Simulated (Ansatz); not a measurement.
Multireference treatment of TiH₂, triplet

Computed with Ansatz's Gaussian-basis code (development build). Basis def2-SVP, nonrelativistic, 5 orbitals frozen in the corrections. State-specific CASSCF; RHF is the lowest restricted (open-shell) Hartree–Fock solution met. Letters tell apart solutions met in one space. Small basis; these aren't basis-limit values. No symmetry is imposed, so a solution can break that of the shape. The lowest solution met needn't be the lowest there is, nor hold the orbitals that a chemist would pick.

Geometry:

```xyz
3

H     0.0000    0.6649    1.8268
Ti    0.0000    0.0000    0.0000
H     0.0000    0.6649   -1.8268
```

CASSCF less RHF, in eV, and natural occupations:

```csv
CAS,CASSCF,occupations
"(6,8) a",-1.124,"1.96, 1.96, 1.00, 1.00, 0.04, 0.02, 0.01, 0.01"
"(6,8) b",-1.054,"1.97, 1.96, 1.00, 1.00, 0.04, 0.02, 0.01, 0.00"
```

Problem. What totals less RHF do the corrections give on each solution?

Solution. 

| CAS | SC-NEVPT2 |
| --- | --- |
| (6,8) a | -5.606 |
| (6,8) b | -5.434 |

Problem. In CAS(6,8), is the solution lowest in CASSCF also lowest after SC-NEVPT2?

Solution. Yes: (6,8) a stays lowest, 0.17 eV under the next.
